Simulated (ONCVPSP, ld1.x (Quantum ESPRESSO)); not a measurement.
# Pseudopotentials across the periodic table

Generated with ld1.x 7.5 (TM, RRKJ, ultrasoft, PAW), atompaw 4.2 or ONCVPSP 4.0.1. The cutoff is in Ry: for ld1.x and atompaw files where the sum of valence levels is converged to 10 mRy in a Bessel basis, for ONCV files where the hardest occupied wave has 1 mHa per electron of residual kinetic energy. The error is the largest all-electron minus pseudo excitation energy over each file’s own four to seven test configurations (ionisations up to +4, promotions, holes and added fractions of an electron), all of which were solved. The labels leave out finer settings (local radius, basis sizes, second energies), which also bear on the numbers. Spin-polarised tests are not counted. The rows are a selection from randomly drawn settings: files with unsolved tests, undetermined cutoffs or missed reference levels are left out.

A true bound ghost makes a file unfit for plane-wave use even where its test errors are small: the radial tests pick states by their node count and pass the ghost by.

```tsv
element	potential	cutoff (Ry)	largest error (meV)	bound ghosts
Li	TM, LDA (PZ), scalar-relativistic, rc 2.30/4.20 (sp), local p, core correction yes, reference 2s1 2p0	6	-4.6	none
F	TM, PBEsol, scalar-relativistic, rc 0.70/1.40/1.30 (spd), local p, core correction yes, reference 2s1 2p6	90	+2496	none
Sc	ONCV, LDA (Perdew-Wang 92), fully relativistic, rc 3.25/3.05/2.80 (spd), local smoothed, core correction yes, reference 3d1 4s2, qcut 1.8/2.4/5.2, projectors 3/2/2	21	+68	none
Ga	ONCV, Wu-Cohen, scalar-relativistic, rc 1.35/2.25/1.35 (spd), local smoothed, core correction no, reference 3d10 4s2 4p0.5, qcut 5.7/3.8/11.1, projectors 2/1/3	106	-15	s
Sn	ONCV, BLYP, scalar-relativistic, rc 2.05/2.20/0.95 (spd), local smoothed, core correction no, reference 4d10 5s2 5p1.5, qcut 2.7/4.4/11, projectors 2/2/2	105	-4.3	s, p
```

**Question.** Fill in the row for Ar: ONCV, PBEsol, scalar-relativistic, rc 1.15/1.10/1.20 (spd), local smoothed, core correction yes, reference 3s2 3p4, qcut 6.4/7.8/7.6, projectors 1/2/1.

**Answer.** cutoff 39 Ry, largest error +38 meV, bound ghosts: none.

**Question.** Fill in the row for Bi: ONCV, PW91, fully relativistic, rc 1.50/1.24/1.20 (spd), local smoothed, core correction yes, reference 5s2 5p6 5d10 6s2 6p2, qcut 8.5/6.9/8.1, projectors 2/2/2.

**Answer.** cutoff 163 Ry, largest error -4.1 meV, bound ghosts: none.

**Question.** Fill in the row for Si: ONCV, PBE, scalar-relativistic, rc 1.00/0.80/0.85 (spd), local smoothed, core correction no, reference 2s2 2p6 3s1, qcut 10.4/16.1/10.1, projectors 2/2/1.

**Answer.** cutoff 243 Ry, largest error +178 meV, bound ghosts: none.
